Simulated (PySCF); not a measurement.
**NMR parameters of Si(vinyl)2(SiMe3)2**

Si(vinyl)2(SiMe3)2, C10H24Si3, point group C1.

Geometry:
```tsv
atom	x (Å)	y (Å)	z (Å)
Si1	0.565	-0.029	0.332
C2	0.757	0.082	2.206
C3	1.684	0.812	2.842
H4	0.032	-0.462	2.828
H5	2.440	1.386	2.295
H6	1.733	0.868	3.935
C7	2.242	-0.121	-0.523
C8	3.410	-0.433	0.054
H9	2.246	0.067	-1.606
H10	3.484	-0.639	1.127
H11	4.341	-0.498	-0.521
Si12	-0.551	1.914	-0.381
C13	-1.020	1.781	-2.207
C14	-2.109	2.152	0.658
C15	0.602	3.385	-0.121
H16	-1.491	2.715	-2.555
H17	-1.737	0.961	-2.371
H18	-0.137	1.592	-2.837
H19	-2.811	1.313	0.534
H20	-1.850	2.220	1.727
H21	-2.632	3.079	0.375
H22	0.881	3.473	0.941
H23	1.529	3.268	-0.705
H24	0.120	4.328	-0.428
Si25	-0.599	-1.984	-0.253
C26	-2.422	-1.860	0.229
C27	-0.457	-2.233	-2.120
C28	0.199	-3.445	0.636
H29	-2.951	-2.800	0.001
H30	-2.922	-1.049	-0.323
H31	-2.541	-1.657	1.305
H32	-0.891	-1.387	-2.675
H33	0.599	-2.327	-2.419
H34	-0.982	-3.150	-2.433
H35	1.270	-3.507	0.387
H36	0.114	-3.338	1.728
H37	-0.277	-4.397	0.349
```

GIAO calculations in PySCF 2.14.0 with density-fitted response routines on the PBE0-D3(BJ)/def2-SVP structure: isolated species, non-relativistic, equivalent atoms averaged; basis pcSseg-1.

(1) Give the isotropic shieldings (ppm) with PBE0, wB97X-D.

(2) And the chemical shifts, against references computed in the same way?

(3) Which part of the shielding of Si12/Si25 depends on the functional?

Answers

(1) 
```csv
atoms,environment,PBE0,wB97X-D
Si12/Si25,"silicon bonded to 3 C, Si",367.7,369.0
Si1,"silicon bonded to 2 C, 2 Si",407.1,407.0
C3/C8,"carbon bonded to C, 2 H",41.1,40.1
C2/C7,"carbon bonded to C, Si, H",44.4,44.3
C13/C14/C15/C26/C27/C28,"carbon bonded to Si, 3 H",185.8,186.2
H5/H6/H10/H11,hydrogen on a carbon bonded to C,24.92,25.06
H4/H9,"hydrogen on a carbon bonded to C, Si",25.05,25.21
H16/H17/H18/H19/H20/H21/H22/H23/H24/H29/H30/H31/H32/H33/H34/H35/H36/H37,hydrogen on a carbon bonded to Si,31.13,31.26
HOMO–LUMO gap (eV),–,5.90,9.38
```

(2) 
```json
{"atoms": "Si12/Si25", "nucleus, reference": "²⁹Si, TMS", "PBE0": "-15.7", "wB97X-D": "-16.1"}
{"atoms": "Si1", "nucleus, reference": "²⁹Si, TMS", "PBE0": "-55.1", "wB97X-D": "-54.1"}
{"atoms": "C3/C8", "nucleus, reference": "¹³C, TMS", "PBE0": "143.3", "wB97X-D": "144.5"}
{"atoms": "C2/C7", "nucleus, reference": "¹³C, TMS", "PBE0": "140.0", "wB97X-D": "140.3"}
{"atoms": "C13/C14/C15/C26/C27/C28", "nucleus, reference": "¹³C, TMS", "PBE0": "-1.4", "wB97X-D": "-1.6"}
{"atoms": "H5/H6/H10/H11", "nucleus, reference": "¹H, TMS", "PBE0": "6.34", "wB97X-D": "6.32"}
{"atoms": "H4/H9", "nucleus, reference": "¹H, TMS", "PBE0": "6.22", "wB97X-D": "6.17"}
{"atoms": "H16/H17/H18/H19/H20/H21/H22/H23/H24/H29/H30/H31/H32/H33/H34/H35/H36/H37", "nucleus, reference": "¹H, TMS", "PBE0": "0.14", "wB97X-D": "0.12"}
```

(3) Diamagnetic: PBE0 885, wB97X-D 885 ppm; paramagnetic: PBE0 -518, wB97X-D -516 ppm. The diamagnetic part, set mainly by inner electrons, hardly moves; the paramagnetic part goes with low-lying magnetically allowed excitations and carries the spread.
